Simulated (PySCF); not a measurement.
## Re²⁺: ionisation energy

Re²⁺ [Xe] 4f14 5d5 (6S) → Re³⁺ [Xe] 4f14 5d4 (5D), as a difference of total energies. Computed with PySCF 2.14 in ANO-RCC-VTZP (8s7p5d3f2g1h, 104 functions), with scalar relativity by spin-free X2C-1e. The calculations carry no spin-orbit coupling.

| method | ionisation energy (eV) |
| --- | --- |
| UHF | 27.234 |
| PBEsol | 28.400 |
| MN15 | 28.198 |
| B3LYP | 28.166 |

The reference lies between the lowest fine-structure levels, while these numbers refer to the centres of the terms.

For comparison: 27 ± 1.6 eV (theoretical estimate listed by NIST; NIST Atomic Spectra Database, ionization energies).
